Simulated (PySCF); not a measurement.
ReF3, SMILES [F][Re]([F])[F] (connectivity only; charge and spin as stated), neutral, multiplicity 3. The structure is a stationary point at PBE-D3(BJ)/def2-TZVP. The spin state was assumed, not searched. The def2 effective core potentials stand for the cores of Re; spin–orbit coupling is left out.

Calculation: PySCF with PBE-D3(BJ)/def2-TZVP.

Harmonic wavenumbers (cm⁻¹): 169, 169, 174, 712, 716, 716. Rotational constants (GHz): 5.291, 5.291, 2.645; symmetry number 6.

Task: Work out the zero-point energy and the ideal-gas rigid-rotor harmonic-oscillator thermochemistry at 298.15 K and 1 atm.

Result: ZPE = ½ Σ hcν = ½ × 2655 cm⁻¹ = 15.88 kJ/mol. H − E(el) = 31.43 kJ/mol. Entropy in J/(mol K): translation 177.26, rotation 93.37, vibration 34.12, spin 9.13, total 313.89. G − E(el) = -62.15 kJ/mol. Cp = 66.90 J/(mol K).
